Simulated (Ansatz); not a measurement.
Species: fluoro(dimethyl)borane, C$_{2}$H$_{6}$BF, charge 0, multiplicity 1. 
Coordinates optimised at B3LYP-D3(BJ)/def2-TZVP (Ansatz, a quantum-chemistry and plane-wave program):
```xyz
10

B      0.0036    -0.0313     0.0561
F      0.0900    -0.6867     1.2245
C      1.3332     0.5048    -0.5708
C     -1.4178     0.1381    -0.5755
H      1.1845     1.3985    -1.1798
H      1.7247    -0.2658    -1.2476
H      2.1079     0.6957     0.1737
H     -1.8163     1.1115    -0.2611
H     -2.1274    -0.6204    -0.2413
H     -1.3937     0.1593    -1.6669
```

Wanted: atomisation energy (electronic, to ground-state atoms), in kcal/mol. Cores are frozen in the correlated levels unless marked. UHF or UKS for open shells. No spin-orbit coupling. No relativistic terms. The coupled-cluster limit lacks core correlation, which all-electron functionals hold. CBS marks a two-point X^-3 extrapolation of the correlation energy; Hartree-Fock from the larger set. The bracket is a focal-point correction in the basis named.

| level | program | atomisation energy (kcal/mol) |
|---|---|---|
| HF/6-31G* | Ansatz | 747.4 |
| revPBE/def2-TZVPD | Ansatz | 941.9 |
| r2SCAN-D3(BJ)/def2-TZVPD | Ansatz + dftd3 | 964.1 |
| B3LYP-D4/def2-TZVPD | Ansatz + dftd4 | 960.7 |
| PBE0/def2-TZVPD | Ansatz | 960.7 |
| BHLYP/def2-TZVPD | Ansatz | 936.9 |
| r2SCANh-D4/def2-TZVPD | Ansatz + dftd4 | 959.8 |

**Question.** What does RI-MP2/CBS(aug-cc-pVTZ,aug-cc-pVQZ)+[CCSD(T)-MP2]/aug-cc-pVTZ (Ansatz) give?

**Answer.** 958.5 kcal/mol
